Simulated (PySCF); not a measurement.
Excitation energy of As by level of theory

As [Ar] 3d10 4s2 4p3 (4S) → As [Ar] 3d10 4s1 4p4, s spin flipped, as a difference of total energies. All numbers are calculated (PySCF 2.14, the spin-free X2C one-electron Hamiltonian (Gaussian nucleus), in aug-cc-pVDZ-DK (6s5p3d, 36 functions)). Correlated levels: valence: [Ar] 3d10 frozen. The calculations carry no spin-orbit coupling.

```
           method  excitation energy (eV)
              UHF                  13.521
    MP2 (valence)                  12.218
SCS-MP2 (valence)                  11.971
```

**Question.** How much does correlation contribute at MP2 (valence)?

**Answer.** 12.218 − (13.521) = -1.303 eV, measured against UHF.

The upper determinant mixes two multiplicities, so it lies between the two terms.

The upper state lies above the first ionisation limit, where it may autoionise and the basis confines it.

The coupled-cluster amplitudes are large for the upper state (T1 above 0.03 or a double amplitude above 0.15), so a single reference is strained.
